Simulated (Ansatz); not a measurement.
Ansatz (a quantum-chemistry and plane-wave program) input:

Ansatz 0.2 input:
```yaml
crystal:
  periodic: [false, false, false]
  atoms:
    - {symbol: Ga, position_ang: [-0.00000000, -0.00000000, -0.00000000]}
    - {symbol: H, position_ang: [0.66578603, -0.43144687, 1.35463327]}
    - {symbol: H, position_ang: [-0.30428838, 1.51485735, -0.27760499]}
    - {symbol: H, position_ang: [-0.36149765, -1.08341048, -1.07702828]}
basis:
  gaussian:
    orbitals: aug-cc-pVDZ
magnetization: {spin_polarized: false}
correlation: {method: ccsd_t, electrons: outside_noble_gas}
output: {forces: true}
```

Which total energy does the run end on?

-1925.03416 Eh (CCSD(T)/aug-cc-pVDZ). The basis has 63 functions.
